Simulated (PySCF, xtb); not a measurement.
C3H7BF2O, SMILES CO[C@H](C)B(F)F.

GFN2-xTB in xtb 6.7.1 at its own geometry gives an orbital gap of 4.57 eV and a dipole moment of 3.08 D.

Coordinates come from a B3LYP-D3(BJ)/def2-SVP optimisation. The structure was generated by enumeration; whether it is a known compound was not checked. The values are those of a single conformer.

Question: What does HF/def2-TZVP run with PySCF give? (An estimate is asked for; the answer gives what the named calculation found.)

Answer: gap 14.88 eV (levels -11.68 and 3.19 eV), dipole 2.77 D.
